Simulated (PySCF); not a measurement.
Energy of V²⁺ (vanadium, charge +2) between two integer charges

The 3d alpha orbital of [Ar] 3d3 is emptied in steps (occupation f), with all orbitals relaxed, ending at [Ar] 3d2. Calculation: PySCF 2.14, in def2-TZVPPD (6s6p4d2f1g, 67 functions); no relativity, point nucleus. The exact energy is a straight line in f; departures are measured from the line between the end points of the same method.

```json
{"f": "1", "UHF (eV)": "0.000", "LDA (eV)": "0.000", "PBE (eV)": "0.000"}
{"f": "0.75", "UHF (eV)": "0.307", "LDA (eV)": "-1.452", "PBE (eV)": "-1.418"}
{"f": "0.5", "UHF (eV)": "0.395", "LDA (eV)": "-1.961", "PBE (eV)": "-1.912"}
{"f": "0.25", "UHF (eV)": "0.287", "LDA (eV)": "-1.489", "PBE (eV)": "-1.449"}
{"f": "0", "UHF (eV)": "0.000", "LDA (eV)": "0.000", "PBE (eV)": "0.000"}
```

Task: For LDA, how does the orbital energy at f = 1 compare with the removal energy?

Result: −ε = 22.758 eV against a total-energy difference of 30.391 eV. By Janak's theorem ε = ∂E/∂f, so the gap between them reflects the curvature. Along the path −ε is 26.440 (f = 0.75), 30.290 (f = 0.5), 34.292 (f = 0.25) eV.

```csv
method,E(f=0) − E(f=1) (eV),−ε at f=1 (eV),−ε at f=0.5 (eV)
UHF,28.758,30.462,28.702
LDA,30.391,22.758,30.290
PBE,30.192,22.723,30.109
```

Reference removal energy between the ground levels: 29.311 eV (measured; NIST Atomic Spectra Database, ionization energies). The calculation has no spin-orbit coupling. The determinant left behind need not be the lowest term of the ion. UHF lacks correlation.
